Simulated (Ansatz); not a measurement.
```xyz
3

Cr    0.0000    0.0000   -3.0600
O     0.0000    0.0000    0.0000
Mn    0.0000    0.0000    3.0600
```

Basis set: pcseg-2 (spherical functions). Some runs use density fitting. Charge 0, multiplicity 2.

Computed with Ansatz (development build ahead of 0.2.0); each method stands on the lowest determinant of its kind that the runs found.

The atomization energy at this shape (free ground-state atoms in the same class of orbitals less the molecule, no zero-point energy) of doublet CrMnO:

```csv
method,atomization energy
PBE0 (unrestricted),1.25 eV
```

Task: What does PBE (unrestricted) give?

Result: 1.90 eV. Caution: the shape is not the minimum; the unrestricted determinant is a mixture of spin states.
